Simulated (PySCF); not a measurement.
ECD: `[C@@]1(C)([SiH3])CN[Si@H]1[AsH2]`, C₃H₁₂AsNSi₂

Geometry:
```csv
atom,x (Å),y (Å),z (Å)
C1,0.257,1.378,-1.415
C2,0.380,0.245,-0.408
Si3,1.702,0.606,0.903
C4,0.563,-1.131,-1.067
N5,-0.491,-1.829,-0.358
Si6,-1.283,-0.438,0.287
As7,-1.637,-0.636,2.567
H8,-0.004,2.309,-0.915
H9,-0.514,1.163,-2.155
H10,1.197,1.533,-1.945
H11,1.792,-0.513,1.849
H12,1.328,1.831,1.623
H13,3.001,0.800,0.248
H14,1.538,-1.604,-0.901
H15,0.389,-1.084,-2.149
H16,-0.801,-2.726,-0.697
H17,-2.421,0.106,-0.503
H18,-3.110,-0.839,2.347
H19,-1.894,0.838,2.680
```

Level of theory: TDDFT CAM-B3LYP/def2-SVPD circular dichroism and optical rotation, one conformer, gas phase (PySCF). Geometry: GFN2-xTB.

The molecule is flexible and this is one conformer; a measurement averages over conformers. The calculation is non-relativistic, which matters for the atoms heavier than Zn.

**Question.** What are the CIP labels of the stereocentres?

**Answer.** C2 R, Si6 S.

**Question.** List the lowest 16 singlet excitations with oscillator and rotatory strengths.

**Answer.** Rotatory strengths R in 10⁻⁴⁰ esu² cm², velocity form and length form (origin at the centre of mass); f in length form.
| state | E (eV) | λ (nm) | f | R (velocity) | R (length) | main |
| --- | --- | --- | --- | --- | --- | --- |
| 1 | 5.33 | 233 | 0.004 | -21.6 | -20.4 | HOMO→LUMO 0.95 |
| 2 | 6.02 | 206 | 0.003 | -1.5 | -1.6 | HOMO→LUMO+1 0.33, HOMO−1→LUMO 0.26 |
| 3 | 6.23 | 199 | 0.050 | +48.3 | +47.5 | HOMO−1→LUMO 0.36, HOMO→LUMO+1 0.34 |
| 4 | 6.44 | 192 | 0.027 | -24.4 | -22.6 | HOMO→LUMO+3 0.40, HOMO−1→LUMO 0.20 |
| 5 | 6.50 | 191 | 0.060 | -51.4 | -51.0 | HOMO→LUMO+2 0.35, HOMO→LUMO+1 0.18 |
| 6 | 6.56 | 189 | 0.015 | +2.2 | +1.7 | HOMO−2→LUMO 0.63, HOMO→LUMO+3 0.20 |
| 7 | 6.85 | 181 | 0.108 | +33.5 | +32.8 | HOMO→LUMO+5 0.44, HOMO→LUMO+4 0.12 |
| 8 | 6.97 | 178 | 0.054 | -9.2 | -8.6 | HOMO−1→LUMO+1 0.51, HOMO→LUMO+5 0.09 |
| 9 | 7.07 | 175 | 0.004 | +5.4 | +6.2 | HOMO−2→LUMO+1 0.43, HOMO−1→LUMO+2 0.23 |
| 10 | 7.16 | 173 | 0.034 | +22.5 | +22.2 | HOMO−1→LUMO+3 0.30, HOMO−1→LUMO+2 0.19 |
| 11 | 7.27 | 171 | 0.182 | -44.7 | -44.7 | HOMO−2→LUMO+1 0.19, HOMO−2→LUMO+2 0.17 |
| 12 | 7.40 | 168 | 0.011 | -33.9 | -33.9 | HOMO−2→LUMO+3 0.27, HOMO−1→LUMO+3 0.17 |
| 13 | 7.43 | 167 | 0.007 | -5.0 | -3.7 | HOMO−2→LUMO+2 0.33, HOMO→LUMO+7 0.17 |
| 14 | 7.44 | 167 | 0.022 | +31.6 | +29.9 | HOMO−3→LUMO 0.74 |
| 15 | 7.51 | 165 | 0.004 | -7.0 | -5.2 | HOMO−2→LUMO+3 0.32, HOMO→LUMO+7 0.13 |
| 16 | 7.57 | 164 | 0.047 | +23.8 | +24.7 | HOMO→LUMO+4 0.48, HOMO→LUMO+5 0.15 |

Among the states computed, the strongest CD band (largest |R|) is state 5. The largest dissymmetry factor in size, g = 4R/(D+G), with D and G the electric and magnetic dipole strengths, is -0.041 for state 1 (velocity form, f = 0.004), among bands with |R| over 0.5. The mirror image has the same energies and oscillator strengths and all R with the opposite sign.
